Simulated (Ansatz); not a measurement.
Compare A (`O[SiH](O)[SiH2]Cl`) with its isomer B (`O[Si](O)([SiH3])Cl`).

Gas-phase electronic energies from Ansatz, PBE0-D4/def2-TZVP geometries. CBS: MP2 limit from def2 TZ/QZ plus the TZ coupled-cluster correction, frozen cores. DFT in def2-TZVPP. B3LYP here is the variant with VWN-RPA as its local correlation; programs differ in this. Each species was taken in one conformer, which may not be the lowest.

A:

```xyz
10

O     0.6556    1.1175   -1.4214
Si   -0.5277    0.5708   -0.4227
O    -1.4972   -0.5720   -1.0961
Si    0.4865   -0.5245    1.3900
Cl    2.2081   -1.3689    0.5890
H     1.4050    0.5323   -1.5592
H    -1.3057    1.7868   -0.0771
H    -2.0279   -0.3275   -1.8569
H    -0.3143   -1.6200    1.9895
H     0.9175    0.4056    2.4650
```

B:

Z-matrix (Å, degrees):
```
Si
O 1 1.627
Si 1 2.331 2 107.6
O 1 1.638 2 108.5 3 124.7
Cl 1 2.073 2 111.1 3 -118.5
H 2 0.960 1 118.3 3 -173.4
H 3 1.485 1 109.9 2 -61.0
H 3 1.487 1 108.4 2 179.7
H 3 1.486 1 110.4 2 60.1
H 4 0.959 1 117.6 2 148.8
```

(1) Which isomer does CCSD(T)/CBS put lower? Give the gap. (Estimate.)

(2) Give E(B) − E(A) in kcal/mol with B3LYP, B3LYP-D4, CCSD/def2-TZVPP, MP2/def2-TZVPP, HF/def2-TZVPP, CCSD(T)/def2-TZVPP, r2SCAN-D4. (An estimate is asked.)

Largest T1 diagnostic: 0.012.

Results:

(1) The calculation gave: B, by 6.0 kcal/mol.

(2) Computed: B3LYP -5.8, B3LYP-D4 -6.2, CCSD/def2-TZVPP -6.2, MP2/def2-TZVPP -6.2, HF/def2-TZVPP -5.7, CCSD(T)/def2-TZVPP -6.3, r2SCAN-D4 -6.8. None reverses the order clearly.
